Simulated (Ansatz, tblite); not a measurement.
Cost and result up the ladder for Ga3Sb3H6Cl6 (relaxed from a model of (Cl2Ga-mu-SbH2)3, whose bonding it doesn't keep) (18 atoms). Charge 0, multiplicity 1. Geometry: r2SCAN-D4/def2-SVP.

```
atom    x (Å)    y (Å)    z (Å)
 Ga1  -2.0467   1.1849  -0.2380
 Cl2  -2.8896  -0.8118  -0.2307
 Cl3  -3.1835   2.7165  -1.2381
 Sb4  -0.4625   1.7455   1.7671
 Ga5   1.9056   0.2880   1.6630
 Cl6   2.5370   1.2760  -0.1949
 Cl7   3.0095   0.8739   3.4408
 Sb8   1.1258  -2.2209   1.3841
 Ga9   0.3885  -2.0923  -1.8724
Cl10  -0.8820  -3.8428  -1.8419
Cl11   2.5102  -2.5447  -2.0332
Sb12  -0.4972   0.1208  -3.0236
 H13  -0.3879   3.4386   1.6673
 H14  -1.5917   1.6440   3.0359
 H15   0.2952  -1.5805  -0.0613
 H16  -0.3087  -1.8459   2.2679
 H17   1.1010   0.7491  -3.0691
 H18  -0.6230   0.9016  -1.4229
```

Ansatz on 4 threads of Arm Neoverse V1 on a shared host; xTB runs through tblite on one thread. Times are rough, summed over both states, and most runs start from the orbitals of an earlier one. No level here is sound enough to serve as a yardstick. The other state is a triplet.

In the def2 sets Sb takes a core potential; there is no spin–orbit coupling. The xTB rows come from tblite. HOMO above LUMO, or a gap near zero within one spin, warns that the state may not be the lowest or that an electron is smeared out.

xTB has no spin-polarisation term.

```json
{"level": "GFN1-xTB", "functions": "120", "wall time": "0.086 s", "vertical triplet (eV)": "3.11", "remarks": "–"}
{"level": "GFN2-xTB", "functions": "114", "wall time": "0.11 s", "vertical triplet (eV)": "2.58", "remarks": "–"}
{"level": "PBE-D4/def2-SVP (with forces)", "functions": "312", "wall time": "53 s", "vertical triplet (eV)": "2.73", "remarks": "gap within one spin near zero (triplet)"}
{"level": "r2SCAN-D4/def2-SVP", "functions": "312", "wall time": "1.8 min", "vertical triplet (eV)": "2.88", "remarks": "gap within one spin near zero (triplet)"}
```
